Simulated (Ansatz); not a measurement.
Mulliken charges of `[O]=[Mo]([OH])([F])([F])[F]` from B3LYP/def2-TZVPP in Ansatz (PBE0-D4/def2-TZVP geometry).

| atom | x (Å) | y (Å) | z (Å) | charge (e) |
| --- | --- | --- | --- | --- |
| O1 | -1.375 | -0.628 | 0.835 | -0.422 |
| Mo2 | -0.274 | 0.170 | -0.086 | 1.729 |
| O3 | 1.386 | -0.602 | 0.157 | -0.445 |
| F4 | -0.421 | -0.734 | -1.693 | -0.365 |
| F5 | -1.066 | 1.544 | -1.034 | -0.364 |
| F6 | 0.233 | 1.537 | 1.052 | -0.365 |
| H7 | 1.578 | -1.356 | 0.724 | 0.231 |

By hand: the dipole of these point charges (1 e Å = 4.8032 D).

Σ q r = (0.311, -0.342, 0.207) e Å, of length 0.506 e Å = 2.43 D.

How does the dipole of the full density compare? (Estimate.)

Computed: (0.337, -0.442, 0.282) e Å, 2.99 D; the point charges give 0.81 times that, at 5° from its direction.

Point charges leave out the atoms' own dipoles, such as those of lone pairs, and Mulliken's split depends on the basis, so the two needn't agree.

B3LYP here is the variant with VWN-RPA as its local correlation; programs differ in this.
